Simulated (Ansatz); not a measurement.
The same path of BGeH₅OSiTe (10 atoms, charge 0, multiplicity 1) was run twice with different band settings. The coordinate that changes most is the dihedral Ge2–B4–Te5–H10.

All numbers below come from RKS PBE-D4/def2-SVP in Ansatz.

Relaxed end points:

```xyz
10
Properties=species:S:1:pos:R:3
O -2.166 0.929 0.470
Ge -0.369 0.793 0.436
Si -0.045 -1.744 -0.080
B 0.576 -0.180 -1.009
Te 2.612 0.253 -1.535
H -2.478 1.149 1.369
H 0.227 1.782 1.489
H 0.768 -2.960 0.286
H -1.518 -2.006 0.038
H 2.474 1.932 -1.461
```

```xyz
10
Properties=species:S:1:pos:R:3
O -2.364 0.916 0.544
Ge -0.563 0.994 0.499
Si 0.064 -1.463 -0.131
B 0.470 0.195 -0.999
Te 2.358 1.082 -1.491
H -2.694 1.079 1.448
H -0.079 1.990 1.599
H 1.041 -2.566 0.185
H -1.360 -1.912 0.025
H 3.210 -0.366 -1.677
```

Common settings: movable images 5; climbing image yes; spring 5.0 eV/Å²; start path IDPP; force threshold 0.05 eV/Å; iteration limit 60; end points relaxed.

| run | optimiser | largest step |
| --- | --- | --- |
| 1 | quadratic models (default) | default |
| 2 | fire | 0.02 Å |

**Question.** What does each run give, and how far can it be trusted?

**Answer.** Run 1: converged after 28 iterations, highest image 0.033 eV above the first end. Beside the main top the profile has a ripple of under 15 meV (maxima at images 1, 4), which may be a very shallow well or noise. A vibrational analysis at the climbing image gives one clearly imaginary mode, 72i cm⁻¹: a first-order saddle point.
Run 2: not converged after 60 iterations, highest image 0.168 eV above the first end. The band didn't meet its force threshold, so its energies are provisional: the largest band force was still 0.15 eV/Å, and over the last iterations the top stayed at 0.17 eV.
